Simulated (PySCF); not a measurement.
## Radial density of Hf⁵⁰⁺ (hafnium, charge +50)

PW91, [Ar] 3d4, high-spin 5D determinant. Computed with PySCF 2.14 in an uncontracted even-tempered set (16 s from 12 bohr⁻², ratio 2.5; 10 p from 15 bohr⁻², ratio 2.5; 7 d from 15 bohr⁻², ratio 2.5; 4 f from 56 bohr⁻², ratio 2.7; 3 g from 84 bohr⁻², ratio 2.7), with no relativity, point nucleus.

| r (bohr) | 4πr²ρ (e/bohr) | 4πr²(ρα − ρβ) |
| --- | --- | --- |
| 0.000383 | 0.4658 | 0.0000 |
| 0.000645 | 1.269 | -0.0001 |
| 0.00108 | 3.370 | -0.0001 |
| 0.00182 | 8.571 | -0.0003 |
| 0.00307 | 20.28 | -0.0008 |
| 0.00516 | 42.49 | -0.0017 |
| 0.00868 | 72.92 | -0.0025 |
| 0.0146 | 91.89 | 0.0027 |
| 0.0246 | 84.49 | 0.0917 |
| 0.0413 | 98.27 | 1.0384 |
| 0.0695 | 115.5 | 6.9789 |
| 0.117 | 67.88 | 21.5934 |
| 0.197 | 70.76 | 19.4553 |
| 0.331 | 11.76 | 2.3474 |
| 0.556 | 0.09710 | 0.0171 |

A non-relativistic calculation at this Z misses sizeable relativistic shifts. Spin-orbit coupling is strong in this species (close to jj coupling), so the high-spin LS determinant is a model state, not a physical level.

(1) Where is the radial spin density 4πr²(ρα − ρβ) most negative, and why is it negative at all?

Results:

(1) Around r = 0.00868 bohr, down to -0.0025 e/bohr: exchange with the open shell polarises the paired shells in an unrestricted calculation.
